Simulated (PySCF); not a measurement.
# Correlation energy of Be (beryllium, neutral)

[He] 2s1 2p1, high-spin 3P determinant (an excited configuration). Calculation: PySCF 2.14, in aug-cc-pVQZ; no relativity, point nucleus. Frozen: 1s2; 2 electrons correlated.

With two correlated electrons CCSD is exact within the correlated space (frozen core and kept virtual orbitals).

| level | correlation energy (mhartree) |
| --- | --- |
| CCSD | -4.98 |

Diagnostics: T1 = 0.0046, D1 = 0.0073, largest double amplitude 0.027.

Cost of the coupled-cluster step: of the order of 6 core-seconds, for 2 correlated electrons.

Iterations:

```
CC2 = 0
CCSD nocc = (np.int64(2), np.int64(0)), nmo = (79, 79)
frozen orbitals [[0], [0]]
max_cycle = 100
direct = 0
conv_tol = 1e-08
conv_tol_normt = 1e-06
diis_space = 8
diis_start_cycle = 0
Init t2, MP2 energy = -0.00288003229558988
Init E_corr(UCCSD) = -0.00288003229891622
cycle = 1  E_corr(UCCSD) = -0.00396945775918559  dE = -0.00108942546  norm(t1,t2) = 0.0208038
cycle = 2  E_corr(UCCSD) = -0.00446169304866035  dE = -0.000492235289  norm(t1,t2) = 0.0109156
cycle = 3  E_corr(UCCSD) = -0.00498347344127913  dE = -0.000521780393  norm(t1,t2) = 0.00606596
cycle = 4  E_corr(UCCSD) = -0.00498027269625132  dE = 3.20074503e-06  norm(t1,t2) = 0.000968562
cycle = 5  E_corr(UCCSD) = -0.00498238518608239  dE = -2.11248983e-06  norm(t1,t2) = 0.000130058
cycle = 6  E_corr(UCCSD) = -0.00498176327980913  dE = 6.21906273e-07  norm(t1,t2) = 1.7913e-05
cycle = 7  E_corr(UCCSD) = -0.00498198430691057  dE = -2.21027101e-07  norm(t1,t2) = 3.11327e-06
cycle = 8  E_corr(UCCSD) = -0.00498190679159627  dE = 7.75153143e-08  norm(t1,t2) = 8.35711e-07
cycle = 9  E_corr(UCCSD) = -0.00498192837544205  dE = -2.15838458e-08  norm(t1,t2) = 2.49037e-07
cycle = 10  E_corr(UCCSD) = -0.00498192437543031  dE = 4.00001174e-09  norm(t1,t2) = 5.37494e-08
UCCSD converged
E(UCCSD) = -14.51860083669405  E_corr = -0.004981924375430313
```
